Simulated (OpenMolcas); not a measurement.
## 4d³ along the 39-electron sequence

```yaml
Program: OpenMolcas 26.06
Method: RASSCF
Basis: ANO-RCC-VQZP
Scalar_Hamiltonian: DKH2, point nucleus
Spin-orbit_coupling: RASSI with atomic mean-field integrals over the reference wave functions, term energies averaged over their components
```

Active space for each ion: 9 electrons in 8 orbitals (RAS1 4p, at most 2 holes; RAS2 4d).

Computed levels in cm-1 above ⁴F_3/2:

```
                               Level   Tc4+   Ru5+   Rh6+   Pd7+
                              ⁴F_5/2   1061   1414   1832   2347
                              ⁴F_7/2   2393   3152   4034   5096
                              ⁴F_9/2   3899   5073   6409   7983
                              ⁴P_3/2  14109  15566  16957  18329
                              ⁴P_1/2  14131  15703  17262  18865
                              ⁴P_5/2  15813  17921  20099  22445
                              ²G_7/2  16556  18599  20657  22824
                              ²G_9/2  17586  19823  22053  24369
                              ²P_1/2  19781  22289  24856  27600
weight of ⁴F in the lowest level (%)     99     98     98     97
```

Mixed levels, with the weight of the term that names them: Pd7+ ⁴P_3/2 (71 %), Pd7+ ²G_9/2 (69 %).

The fine-structure level ⁴F_9/2 changes by a factor of 2.05 from Tc4+ to Pd7+. Its fourth root runs 7.90, 8.44, 8.95, 9.45, with steps per unit of Z of 0.54, 0.51, 0.50; equal steps would mean a (Z - σ)^4 law with constant σ.

⁴P_3/2 changes by a factor of 1.3 over the same range, with steps per unit of Z of +1460, +1390, +1370 cm-1.

Without dynamic correlation excited terms often stand tens of per cent too high (terms of higher spin than the ground term too low), and those without a measured partner can miss by more than the paired ones. Active for correlation alone: 4p; no level in the range computed is led by a configuration that opens it, so any true level of that kind is missing. Only configurations of the active space appear.
